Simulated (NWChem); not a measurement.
System: C4H12Si; SMILES C[Si](C)(C)C

Here is an NWChem input.

```
start job
memory heap 200 mb stack 900 mb global 1100 mb
geometry units angstroms noautoz
  C     -1.178087    -1.205252     0.867148
  Si     0.000393    -0.000083     0.000306
  C      1.369739    -0.974540    -0.876185
  C     -0.963771     1.018849    -1.274405
  C      0.772563     1.161271     1.283830
  H     -1.647043    -1.899714     0.139748
  H     -1.992626    -0.662202     1.389647
  H     -0.641709    -1.817163     1.621572
  H      2.076199    -0.293657    -1.394455
  H      0.946600    -1.664404    -1.635380
  H      1.953856    -1.582725    -0.154944
  H     -1.428900     0.364912    -2.040757
  H     -1.774264     1.602123    -0.790395
  H     -0.299091     1.735390    -1.799949
  H     -0.007031     1.746318     1.814145
  H      1.345008     0.592499     2.045520
  H      1.468648     1.880939     0.805507
end
basis spherical
  * library 6-31g*
end
dft
  xc xtpss03 ctpss03
  iterations 150
  mulliken
end
task dft energy
```

NWChem printed, in part:

```
             Northwest Computational Chemistry Package (NWChem) 7.3.0
             --------------------------------------------------------

 C1  symmetry detected

                             Geometry "geometry" -> ""
                             -------------------------

 Output coordinates in angstroms (scale by  1.889725989 to convert to a.u.)

  No.       Tag          Charge          X              Y              Z
 ---- ---------------- ---------- -------------- -------------- --------------
    1 C                    6.0000    -1.49232742     0.98747704     0.62497630
    2 Si                  14.0000     0.00011121     0.00001821     0.00030482
    3 C                    6.0000     0.21573079    -1.55782042     1.05839668
    4 C                    6.0000    -0.28406393    -0.49860826    -1.80616657
    5 C                    6.0000     1.56054805     1.06890151     0.12257028
    6 H                    1.0000    -2.42336396     0.38670307     0.56539801
    7 H                    1.0000    -1.64414874     1.90703234     0.02268846
    8 H                    1.0000    -1.35516689     1.29484689     1.68233280
    9 H                    1.0000     1.08364481    -2.15776326     0.71476165
   10 H                    1.0000    -0.68438033    -2.20465912     1.00609306
   11 H                    1.0000     0.38441233    -1.29873131     2.12408407
   12 H                    1.0000    -1.19312973    -1.12636676    -1.91005403
   13 H                    1.0000    -0.41386320     0.39421340    -2.45222753
   14 H                    1.0000     0.57485402    -1.07972092    -2.20112866
   15 H                    1.0000     1.46322368     1.99013731    -0.48827615
   16 H                    1.0000     1.75367365     1.37725343     1.17089663
   17 H                    1.0000     2.45336242     0.51710081    -0.23749601

 Effective nuclear repulsion energy (a.u.)     243.6134465700

                                 NWChem DFT Module
                                 -----------------

 Summary of "ao basis" -> "ao basis" (spherical)
 ------------------------------------------------------------------------------
       Tag                 Description            Shells   Functions and Types
 ---------------- ------------------------------  ------  ---------------------
 C                           6-31g*                  6       14   3s2p1d
 Si                          6-31g*                  8       18   4s3p1d
 H                           6-31g*                  2        2   2s

            General Information
            -------------------
          SCF calculation type: DFT
          Wavefunction type:  closed shell.
          No. of atoms     :    17
          No. of electrons :    50
           Alpha electrons :    25
            Beta electrons :    25
          Charge           :     0
          Spin multiplicity:     1
          Use of symmetry is: off; symmetry adaption is: off
          Maximum number of iterations: 150
          AO basis - number of functions:    98
                     number of shells:    56
          Convergence on energy requested:  1.00D-06
          Convergence on density requested:  1.00D-05
          Convergence on gradient requested:  5.00D-04

              XC Information
              --------------
                  TPSS metaGGA Exchange Functional  1.000
             TPSS03 metaGGA Correlation Functional  1.000

             Grid Information
             ----------------
          Grid used for XC integration:  medium
          Radial quadrature: Mura-Knowles
          Angular quadrature: Lebedev.
          Tag              B.-S. Rad. Rad. Pts. Rad. Cut. Ang. Pts.
          ---              ---------- --------- --------- ---------
          C                   0.70       49          10.0       434
          Si                  1.10       88           8.0       590
          H                   0.35       45          11.0       434
          Grid pruning is: on
          Number of quadrature shells:   824
          Spatial weights used:  Erf1

      Superposition of Atomic Density Guess
      -------------------------------------

 Sum of atomic energies:        -445.43711458

      Non-variational initial energy
      ------------------------------

 Total energy =    -448.443471
 1-e energy   =   -1092.127595
 2-e energy   =     400.070678
 HOMO         =      -0.356165
 LUMO         =       0.095738

     ---------------------------------------------
      Total Density - Mulliken Population Analysis
     ---------------------------------------------

    Atom       Charge   Shell Charges
 -----------   ------   -------------------------------------------------------
    1 C    6     7.00   2.00  0.72  2.09  0.73  1.44  0.02
    2 Si  14    13.06   2.00  2.00  5.97  0.92  1.47  0.18  0.34  0.17
    3 C    6     7.00   2.00  0.72  2.09  0.73  1.44  0.02
    4 C    6     7.00   2.00  0.72  2.09  0.73  1.44  0.02
    5 C    6     7.00   2.00  0.72  2.09  0.73  1.44  0.02
    6 H    1     0.75   0.45  0.30
    7 H    1     0.75   0.45  0.30
    8 H    1     0.75   0.45  0.30
    9 H    1     0.75   0.45  0.30
   10 H    1     0.75   0.45  0.30
   11 H    1     0.75   0.45  0.30
   12 H    1     0.75   0.45  0.30
   13 H    1     0.75   0.45  0.30
   14 H    1     0.75   0.45  0.30
   15 H    1     0.75   0.45  0.30
   16 H    1     0.75   0.45  0.30
   17 H    1     0.75   0.45  0.30

   convergence    iter        energy       DeltaE   RMS-Dens  Diis-err
 ---------------- ----- ----------------- --------- --------- ---------
 d= 0,ls=0.0,diis     1   -449.1668010965 -6.93D+02  6.48D-03  3.57D-01
 d= 0,ls=0.0,diis     2   -449.2025351564 -3.57D-02  3.26D-03  8.66D-02
 d= 0,ls=0.0,diis     3   -449.2087128032 -6.18D-03  1.42D-03  4.11D-02
 d= 0,ls=0.0,diis     4   -449.2143479394 -5.64D-03  4.82D-05  1.20D-05
 d= 0,ls=0.0,diis     5   -449.2143490367 -1.10D-06  2.29D-05  4.84D-06
 d= 0,ls=0.0,diis     6   -449.2143498018 -7.65D-07  2.07D-06  2.30D-08

         Total DFT energy =     -449.214349801776
      One electron energy =    -1098.434003826804
           Coulomb energy =      452.800698670442
    Exchange-Corr. energy =      -47.194491215389
 Nuclear repulsion energy =      243.613446569975

 Numeric. integr. density =       49.999993589301

                       DFT Final Molecular Orbital Analysis
                       ------------------------------------

 Vector   23  Occ=2.000000D+00  E=-2.537501D-01
              MO Center=  6.7D-01,  3.0D-01,  6.7D-02, r^2= 3.4D+00
   Bfn.  Coefficient  Atom+Function         Bfn.  Coefficient  Atom+Function
  ----- ------------  ---------------      ----- ------------  ---------------
    63      0.320542   5 C  px               21     -0.239454   2 Si px
    22     -0.236865   2 Si py               64      0.235550   5 C  py
    67      0.203591   5 C  px               36      0.177757   3 C  py
    66     -0.158996   5 C  s                68      0.146875   5 C  py
    51      0.113955   4 C  pz               40      0.108225   3 C  py

 Vector   24  Occ=2.000000D+00  E=-2.537387D-01
              MO Center= -5.4D-01,  1.3D-01,  4.3D-01, r^2= 3.4D+00
   Bfn.  Coefficient  Atom+Function         Bfn.  Coefficient  Atom+Function
  ----- ------------  ---------------      ----- ------------  ---------------
     3      0.297978   1 C  px               21     -0.237686   2 Si px
    22      0.238517   2 Si py               36     -0.222514   3 C  py
     4     -0.214826   1 C  py                7      0.188595   1 C  px
     6      0.152488   1 C  s                40     -0.138096   3 C  py
     8     -0.132944   1 C  py               37      0.111171   3 C  pz

 Vector   25  Occ=2.000000D+00  E=-2.537220D-01
              MO Center= -1.3D-01, -4.4D-01, -4.9D-01, r^2= 3.5D+00
   Bfn.  Coefficient  Atom+Function         Bfn.  Coefficient  Atom+Function
  ----- ------------  ---------------      ----- ------------  ---------------
    51     -0.366117   4 C  pz               23      0.336155   2 Si pz
    55     -0.229731   4 C  pz               37     -0.188847   3 C  pz
    36      0.177394   3 C  py               52     -0.149915   4 C  s
    19     -0.144908   2 Si pz               40      0.117346   3 C  py
    41     -0.111181   3 C  pz               86     -0.109365  11 H  s

 Vector   26  Occ=0.000000D+00  E= 6.362295D-02
              MO Center=  4.8D-04,  3.4D-04,  1.5D-03, r^2= 8.0D+00
   Bfn.  Coefficient  Atom+Function         Bfn.  Coefficient  Atom+Function
  ----- ------------  ---------------      ----- ------------  ---------------
     6      1.121445   1 C  s                38      1.122062   3 C  s
    52      1.119427   4 C  s                66      1.121889   5 C  s
    24     -0.938215   2 Si s                76     -0.429257   6 H  s
    78     -0.429762   7 H  s                80     -0.428368   8 H  s
    82     -0.429555   9 H  s                84     -0.429765  10 H  s

 Vector   27  Occ=0.000000D+00  E= 8.433707D-02
              MO Center= -2.4D-02, -6.4D-02, -1.4D-01, r^2= 5.7D+00
   Bfn.  Coefficient  Atom+Function         Bfn.  Coefficient  Atom+Function
  ----- ------------  ---------------      ----- ------------  ---------------
    52      1.368053   4 C  s                27      1.083417   2 Si pz
    38     -0.630163   3 C  s                 6     -0.380120   1 C  s
    66     -0.349603   5 C  s                88     -0.346300  12 H  s
    23      0.335521   2 Si pz               92     -0.336785  14 H  s
    82      0.327521   9 H  s                78      0.322211   7 H  s

[...]
```

Level: TPSS/6-31G* (spherical d). Coordinates come from a PBE-D3(BJ)/def2-SVP optimisation.
